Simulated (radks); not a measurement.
Values are calculated unless marked as measured or tabulated.
The cadmium ion Cd+, configuration [Kr] 4d10 7d1 (not the ground configuration). Level of theory: scalar-relativistic Kohn-Sham, PBE, spin-unpolarised, spherical densities, point nucleus (a radial shooting solver on a logarithmic mesh with Libxc functionals).

Normalised radial functions P(r) = r R(r), r in bohr:

```
   r/bohr * 4p (the largest magnitude, 1.17, reaches the edge; | marks zero)
 0.002078                             *
 0.002458                             *
 0.002931                             *
 0.003468                             *
 0.004135                             *
 0.004891                             *
 0.005833                             *
   0.0069                             |*
 0.008228                             |*
 0.009733                             |*
  0.01151                             |*
  0.01373                             | *
  0.01624                             | *
  0.01937                             |  *
  0.02291                             |   *
  0.02732                             |    *
  0.03231                             |     *
  0.03853                             |      *
  0.04558                             |       *
  0.05435                             |        *
   0.0643                             |         *
  0.07667                             |        *
  0.09069                             |       *
   0.1073                             |     *
   0.1279                             | *
   0.1513                          *  |
   0.1805                     *       |
   0.2135                 *           |
   0.2545              *              |
   0.3011               *             |
   0.3591                    *        |
   0.4247                            *|
   0.5065                             |        *
   0.5991                             |                 *
   0.7087                             |                        *
   0.8451                             |                          *
   0.9997                             |                        *
    1.192                             |                   *
     1.41                             |             *
    1.682                             |        *
    1.989                             |    *
    2.372                             | *
    2.806                             |*
    3.346                             *
    3.958                             *
     4.72                             *
    5.583                             *
    6.604                             *
    7.875                             *
    9.316                             *
    11.11                             *
    13.14                             *
    15.67                             *
    18.54                             *
     22.1                             *
    26.15                             *
    31.18                             *
    36.88                             *
    43.98                             *
    52.03                             *
```

4p: eigenvalue -83.838 eV, 2 radial nodes at r = 0.136, 0.430 bohr, <r> = 0.960 bohr, 90 % of the charge inside 1.42 bohr.
